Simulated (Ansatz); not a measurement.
Cost and result for the atomization energy of C$_{2}$H$_{5}$NSeSi (`C1=N[SiH2]C[Se]1`) (10 atoms, 10 bonds).

```xyz
10

C    -0.529    1.656    0.277
N    -1.384    0.764    0.052
Si   -0.727   -0.832   -0.208
C     1.145   -0.570   -0.027
Se    1.372    1.329    0.341
H    -0.788    2.703    0.457
H    -1.256   -1.777    0.807
H    -1.090   -1.320   -1.562
H     1.567   -1.137    0.802
H     1.689   -0.814   -0.939
```

The species carries charge 0 and has multiplicity 1. Correlated methods include outer-core shells of Se, which these sets cover unevenly. Scalar relativity is left out up to krypton. The structure was optimised at the PBE0-D4/def2-TZVP level. Program: Ansatz. All runs use 4 threads of an Arm Neoverse V2 on a shared host. Times are those of one run each, without the atoms' runs, and a repeat can differ threefold. Electronic energies, without spin–orbit coupling; frozen cores. CCSD(T)/CBS adds CCSD(T) − MP2 in def2-TZVPP to the MP2 limit, and its time is that of the two runs behind it. T1 = 0.014. With those shells the extrapolation isn't a true limit. B3LYP takes the VWN-RPA correlation (the form of Gaussian; ORCA's B3LYP/G).

CCSD(T)/CBS is a level of theory with its own doubt, some kJ/mol a heavy atom from the limit and from the frozen cores, so smaller differences don't rank the functionals.

```json
{"level": "PBE-D4/def2-TZVPP (with forces)", "functions": "253", "wall time": "2.7 s"}
{"level": "PBE0-D4/def2-TZVPP", "functions": "253", "wall time": "3.6 s"}
{"level": "r2SCAN-D4/def2-TZVPP (with forces)", "functions": "253", "wall time": "5.5 s"}
{"level": "B3LYP-D4/def2-TZVPP (with forces)", "functions": "253", "wall time": "6 s"}
{"level": "B2PLYP/def2-TZVPP", "functions": "253", "wall time": "6.5 s"}
{"level": "ωB97X-V/def2-TZVPP", "functions": "253", "wall time": "9 s"}
{"level": "ωB97M-V/def2-TZVPP (with forces)", "functions": "253", "wall time": "13 s"}
{"level": "MP2/def2-QZVPP", "functions": "480", "wall time": "24 s"}
{"level": "CCSD(T)/def2-TZVPP", "functions": "253", "wall time": "3.4 min"}
{"level": "CCSD(T)/CBS(def2)", "functions": "–", "wall time": "3.8 min"}
```

(1) What atomization energy does each give, and how far from CCSD(T)/CBS? (Best estimate.)

## Answers

(1) The calculation gave: 
```tsv
level	atomization (kcal/mol)	difference from CCSD(T)/CBS	per bond
PBE-D4/def2-TZVPP (with forces)	912.5	26.0	2.6
PBE0-D4/def2-TZVPP	891.6	5.1	0.5
r2SCAN-D4/def2-TZVPP (with forces)	889.8	3.3	0.3
B3LYP-D4/def2-TZVPP (with forces)	887.6	1.1	0.1
B2PLYP/def2-TZVPP	876.3	-10.2	-1.0
ωB97X-V/def2-TZVPP	890.6	4.1	0.4
ωB97M-V/def2-TZVPP (with forces)	887.1	0.6	0.1
MP2/def2-QZVPP	892.8	6.3	0.6
CCSD(T)/def2-TZVPP	859.8	-26.7	-2.7
CCSD(T)/CBS(def2)	886.5	0.0	0.0
```

From PBE to PBE0 (25 % exact exchange), in def2-TZVPP and without D4, the atomization energy moves by −19.8 kcal/mol: exact exchange takes away binding that semilocal exchange gives to molecules. The D4 term adds +11.3 kcal/mol with B3LYP and +5.8 kcal/mol with PBE0; it sums over pairs of atoms, weighted by their polarisabilities, and B3LYP, whose exchange is more repulsive, gets the larger term. In def2-TZVPP, CCSD(T) changes the Hartree–Fock value by +246.4 kcal/mol (the triples alone add +18.6 kcal/mol) and MP2 by +263.6 kcal/mol; breaking electron pairs costs correlation energy, which Hartree–Fock lacks.
